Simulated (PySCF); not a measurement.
## Polarisability and C₆ of C⁻ (carbon, charge -1)

[He] 2s2 2p3, high-spin 4S determinant. Calculation: PySCF 2.14, in aug-cc-pCVTZ-DK (7s6p4d2f, 59 functions); the spin-free X2C one-electron Hamiltonian (Gaussian nucleus). Coupled (time-dependent) response in atomic units; α is the mean over directions.

```
 method  mean α (bohr³)  C₆ (like pair)  S(−4)
    UHF           36.74           257.0  930.4
wB97M-V           46.64           349.2   1793
```

S(−4) is the Cauchy moment in α(ω) = α(0) + S(−4) ω² + …

α(iu) at wB97M-V:

```tsv
u (hartree)	α(iu) (bohr³)
0	46.64
0.0500	42.77
0.100	35.51
0.200	24.17
0.300	17.19
0.500	9.571
0.750	5.361
1.00	3.403
1.50	1.725
2.00	1.046
3.00	0.5072
5.00	0.1997
```

A single London oscillator, α(iu) = α/(1 + u²/ω²), gives C₆ = (3/4) ω α². Matching the computed C₆ needs ω = 4 × 349.2 / (3 × 46.64²) = 0.214 hartree.

For an ion, C₆ is the dispersion term alone; charge-induced terms of lower order in 1/R come first.
